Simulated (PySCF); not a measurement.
Z-matrix (Å, degrees):
```
B
H 1 1.1859
S 1 1.7812 2 115.61
H 3 1.3412 1 99.63 2 -180.00
S 1 1.7812 2 115.61 3 -180.00
H 5 1.3412 1 99.63 2 -180.00
```
Charge 0, multiplicity 1.

Task: Predict the HOMO–LUMO gap, LUMO and total energy from CAM-B3LYP-D3(BJ)/def2-TZVP (PySCF).

Result: 
```json
{
 "HOMO–LUMO gap": "9.10 eV",
 "LUMO": "0.21 eV",
 "total_energy": "-823.1271 Ha"
}
```
